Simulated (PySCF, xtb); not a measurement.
arsine (AsH3), SMILES [AsH3].

Harmonic wavenumbers (cm⁻¹) from xtb 6.7.1 with GFN2-xTB at its own minimum, in rising order: 1002, 1031, 1031, 1966, 1966, 1977.

What does PBE0-D3(BJ)/def2-TZVPD (PySCF) give at its own minimum? (Estimate from the structure and the level; the computed values follow.)

919, 1016, 1016, 2214, 2228, 2228. Paired by order, the mean absolute difference is 145 cm⁻¹ and the zero-point energies are 12.8 and 13.8 kcal/mol.
